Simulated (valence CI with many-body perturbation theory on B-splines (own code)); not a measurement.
## Ladder of approximations for Pm12+

Computed by valence CI with perturbative core correlation (CI+MBPT): three valence electrons over a frozen Dirac-Fock core [Kr] 4d10, radial functions for each j: 8 s, 8 p, 9 d, 9 f, 6 g, 3 h, 2 i, with the one-electron correlation potential Σ1 (screened to all orders), the two-electron term Σ2, the three-electron term Σ3, Breit, model QED; selected single and double excitations, second order for the rest (own B-spline code, finite nucleus).

No measured spectrum was set against this ion. As an estimate, terms of the open shell hold to a few per cent of their energy, and close levels can change places; configurations with another count of f electrons can be misplaced by thousands of cm⁻¹. Core correlation moves these levels by up to 52000 cm⁻¹, and in measured spectra 5 to 20 % of such shifts remained as error; rates that hang on mixing are uncertain with them.

Each rung adds one term. CI alone is the Dirac-Coulomb CI over the frozen core; QED comes last and gives the full result, which names the levels. Energies are above 4f 5s2 2F°_5/2 on the same rung, in cm⁻¹.

Names give the largest LS component (configuration and term), which can be under half, so a name can repeat, a term be missing and a line seem to break the LS rules; names also repeat where a configuration has a term twice.

| Level | CI alone | Σ1 | Σ2 | Σ3 | Breit | QED | Full |
| --- | --- | --- | --- | --- | --- | --- | --- |
| 4f 5s2 2F°_7/2 | 4978 | +390 | +139 | -9.1 | -376 | +27 | 5148 |
| 4f2 5s 4H_7/2 | 100330 | -6408 | -16943 | +312 | -1479 | -1002 | 74811 |
| 4f2 5s 4H_9/2 | 102132 | -6277 | -16809 | +312 | -1624 | -994 | 76740 |
| 4f2 5s 4H_11/2 | 104728 | -6027 | -16654 | +309 | -1882 | -977 | 79495 |
| 4f2 5s 4H_13/2 | 107714 | -5760 | -16488 | +306 | -2179 | -960 | 82633 |
| 4f2 5s 4F_3/2 | 108687 | -6204 | -17341 | +314 | -1455 | -995 | 83006 |
| 4f2 5s 4F_5/2 | 109840 | -6108 | -17243 | +313 | -1561 | -989 | 84252 |
| 4f2 5s 4F_7/2 | 111349 | -5965 | -17074 | +311 | -1733 | -979 | 85909 |
| 4f2 5s 4F_9/2 | 111580 | -6150 | -16473 | +318 | -1734 | -990 | 86551 |
| 4f2 5s 2H_9/2 | 113124 | -6018 | -16424 | +323 | -1794 | -995 | 88216 |
| 4f2 5s 2G_7/2 | 116238 | -5920 | -15881 | +321 | -1778 | -985 | 91995 |
| 4f2 5s 2H_11/2 | 117571 | -5825 | -15841 | +326 | -2122 | -982 | 93127 |
| 4f2 5s 2G_9/2 | 118322 | -5656 | -15832 | +313 | -2021 | -967 | 94158 |
| 4f2 5s 2F_5/2 | 120302 | -6114 | -16587 | +334 | -1591 | -1006 | 95337 |
| 4f2 5s 2F_7/2 | 124400 | -5712 | -16202 | +328 | -2030 | -978 | 99806 |
| 4f2 5s 2D_5/2 | 132781 | -5782 | -18397 | +323 | -1642 | -985 | 106299 |
| 4f2 5s 2D_3/2 | 133177 | -5745 | -18362 | +322 | -1661 | -982 | 106749 |
| 4f2 5s 4P_1/2 | 137214 | -5780 | -19183 | +317 | -1475 | -983 | 110109 |
| 4f2 5s 4P_3/2 | 138379 | -5658 | -19051 | +314 | -1606 | -974 | 111404 |

The middle columns are the shifts that each term adds.

Q: How does the ionisation energy move along the ladder, and which term matters most?

A: CI alone 220.78, + Σ1 223.78, + Σ2 224.85, + Σ3 224.84, + Breit 224.92, + QED 224.96 eV. The largest step is Σ1, 3.00 eV. NIST lists 229 ± 11 eV (theoretical).
